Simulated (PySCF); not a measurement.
PBEsol on As⁻ (arsenic, charge -1), [Ar] 3d10 4s2 4p4, high-spin 3P determinant. Calculation: PySCF 2.14, in def2-QZVPPD (12s7p5d4f1g, 95 functions); no relativity, point nucleus.

```
cycle= 1 E= -2233.98767098231  delta_E= -0.0212  |g|= 0.21  |ddm|= 0.221
cycle= 2 E= -2233.98592098092  delta_E= 0.00175  |g|= 0.246  |ddm|=  0.1
cycle= 3 E= -2233.99137133954  delta_E= -0.00545  |g|= 0.0146  |ddm|= 0.0637
cycle= 4 E= -2233.99146281279  delta_E= -9.15e-05  |g|= 0.00402  |ddm|= 0.0274
cycle= 5 E= -2233.99147409482  delta_E= -1.13e-05  |g|= 0.00014  |ddm|= 0.00705
cycle= 6 E= -2233.99147413052  delta_E= -3.57e-08  |g|= 3.2e-05  |ddm|= 0.000634
cycle= 7 E= -2233.99147413194  delta_E= -1.41e-09  |g|= 1.51e-06  |ddm|= 0.000135
cycle= 8 E= -2233.99147413194  delta_E= -5.91e-12  |g|= 1.78e-07  |ddm|= 4.21e-06
converged SCF energy = -2233.99147413194  <S^2> = 2.003299  2S+1 = 3.0021985
```

Highest occupied orbital energy: 2.233 eV; ⟨L²⟩ = 2.02; populations by l: s 8.00, p 16.00, d 10.00, f 0.00.

(1) Can this result be used?

## Answers

(1) With care. Self-consistency was reached. At PBEsol the highest occupied level has a positive energy, so only the finite basis holds that electron; in a semilocal or global hybrid functional this comes from self-interaction and does not mean that the real anion is unbound.
